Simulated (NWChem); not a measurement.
Molecule: C₂H₃F₃O; SMILES COC(F)(F)F

```xyz
9

C      0.0262     1.9451     0.0000
O      0.7690     0.7209     0.0000
C      0.0354    -0.4098     0.0000
F     -0.7735    -0.5062    -1.0881
F      0.8726    -1.4503     0.0000
F     -0.7735    -0.5062     1.0881
H     -0.6086     2.0229     0.9065
H     -0.6086     2.0229    -0.9065
H      0.7741     2.7572     0.0000
```
Atoms are numbered in this order, from 1.

Program: NWChem. Pople sets run with spherical d functions. All runs use the structure optimised with PBE-D3(BJ)/def2-SVP. Level: M05-2X/6-31G* with SMD (1 M gas to 1 M solution), gas-phase geometry.

**Question.** Order these by “solvation free energy (kcal/mol)”, lowest first: ethanol; dimethyl sulfoxide; water.

**Answer.** ethanol (-1.7), dimethyl sulfoxide (-1.2), water (0.8)
